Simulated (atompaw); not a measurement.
An all-electron radial function and its pseudo partner (niobium)

Columns: radius, all-electron u(r) and pseudo u(r) of the 5p shell (level -1.29 eV) of niobium in the configuration [Ar] 3d10 4s2 4p6 4d4 5s0.75 5p0.25; PBE, scalar-relativistic, PAW (atompaw) scheme, atompaw 4.2.0.5.

```
r (bohr)  all-electron   pseudo
   0.110       -0.0550  -0.0104
   0.219        0.0581  -0.0395
   0.329        0.1034  -0.0825
   0.438        0.0631  -0.1315
   0.548       -0.0119  -0.1791
   0.658       -0.0846  -0.2173
   0.767       -0.1379  -0.2404
   0.877       -0.1685  -0.2461
   0.987       -0.1773  -0.2343
   1.096       -0.1683  -0.2080
   1.206       -0.1456  -0.1708
   1.315       -0.1139  -0.1279
   1.425       -0.0759  -0.0821
   1.535       -0.0347  -0.0366
   1.644        0.0074   0.0071
   1.754        0.0497   0.0497
   1.863        0.0905   0.0905
   1.973        0.1298   0.1298
   2.083        0.1669   0.1669
   2.192        0.2013   0.2013
   2.302        0.2335   0.2335
   2.412        0.2630   0.2630
   2.521        0.2898   0.2898
   2.631        0.3143   0.3143
   2.740        0.3363   0.3363
   2.850        0.3562   0.3562
```

(1) How many radial nodes do the two functions have?

(2) At about which radius was the pseudo-wave matched?

(3) Is the pseudo-wave norm-conserving?

## Answers

(1) The all-electron 5p function has n − l − 1 = 3; the pseudo-wave has 1, since 1 lower shell of the same l stays in the valence.

(2) 1.85 bohr. The columns agree to 0.0005 from 1.64 bohr on; several derivatives are matched, so the curves merge somewhat inside the radius.

(3) No, it belongs to a PAW set: the norm inside the radius is not constrained, and the difference is carried by the augmentation charge.
